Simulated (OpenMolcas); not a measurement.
## Pt2+ in Cs2NaYCl6

Pt2+ with its 6 nearest chloride ions at 2.581 Å, on the Y site of Cs2NaYCl6 (a = 10.7396 Å, distance in the model lattice 2.619 Å). The rest of the host is ab initio model potentials to 7.6 Å, with orthogonalisation functions on the cations behind the ligands, and point charges beyond; the distance is set by hand and nothing relaxes, and no local charge compensation is placed. Ligand basis ANO-RCC-VDZP.

* Program: OpenMolcas 26.06
* Method: CASSCF
* Basis: ANO-RCC-VTZP [8s7p5d3f1g]
* Scalar Hamiltonian: DKH2, point nucleus
* Active space: 8 electrons in 5 orbitals (5d)
* State averaging: 2S+1 = 3 even, 10 roots; 2S+1 = 1 even, 15 roots
* Spin-orbit coupling: RASSI with atomic mean-field integrals over the reference wave functions

The lowest spin-free states (labels of O, the rotations of Oh), above the lowest:

```tsv
State	Degeneracy	E (cm-1)
3A2	1	0.0
1E	2	11019
3T2	3	11496
3T1	3	17728
1A1	1	18927
1T2	3	22561
1T1	3	25955
3T1	3	28137
1E	2	36788
1T2	3	36980
1A1	1	55787
```

The lowest levels with spin-orbit coupling:

| E (cm-1) | Degeneracy | Label | 2S+1 |
| --- | --- | --- | --- |
| 0.0 | 3 | T2 | 3 |
| 7710 | 2 | E | 3 (61 %) |
| 10580 | 3 | T1 | 3 |
| 11984 | 2 | E | 3 (62 %) |
| 13285 | 1 | A1 | 3 (75 %) |
| 14399 | 3 | T2 | 3 (86 %) |
| 16631 | 1 | A2 | 3 |
| 20419 | 3 | T1 | 3 |
| 22115 | 3 | T2 | 3 (70 %) |
| 23398 | 3 | T2 | 3 (74 %) |
| 23989 | 1 | A1 | 1 (67 %) |
| 25976 | 2 | E | 3 (68 %) |
| 29547 | 3 | T1 | 1 (81 %) |
| 31127 | 1 | A1 | 3 (82 %) |
| 32511 | 2 | E | 3 |
| 32657 | 3 | T1 | 3 (88 %) |
| 34795 | 3 | T2 | 3 (52 %) |
| 42007 | 2 | E | 1 (87 %) |
| 42351 | 3 | T2 | 1 (81 %) |
| 62065 | 1 | A1 | 1 (90 %) |

Powder χT (cm3 K/mol): 1.8 at 2 K, 1.81 at 10 K, 1.81 at 50 K, 1.82 at 100 K, 1.83 at 200 K, 1.84 at 300 K. The effective moment at 300 K is 2.828 √(χT) = 3.84 μB.

The lowest level has 2S+1 = 3, for which the spin-only value is χT = S(S+1) / 2 = 1.000 cm3 K/mol (g = 2). The computed 1.842 at 300 K differs by +0.842, through orbital momentum, spin-orbit coupling and any other state in reach.

Metal share of the active 5d orbitals (Löwdin): 84, 84, 95, 95, 95 %; Mulliken charge of the metal 0.72.

Without dynamic correlation the repulsion within the d shell is too large (B by tens of per cent), so at a given field states of lower spin stand too high. Real 4d8 and 5d8 ions are as a rule square planar and diamagnetic. The least metal-like active orbital is 84 % on the metal (Löwdin) and no ligand orbital is active, so the numbers are rough. With metal d orbitals alone the field can be off either way by tens of per cent. Ligand-to-metal charge-transfer states are missing. With no ligand orbital active B as a rule stays too high, so bands that hang on it stand too high and its fall with covalency is understated. No measured value stands beside these numbers; the geometry was set by hand and not optimised.
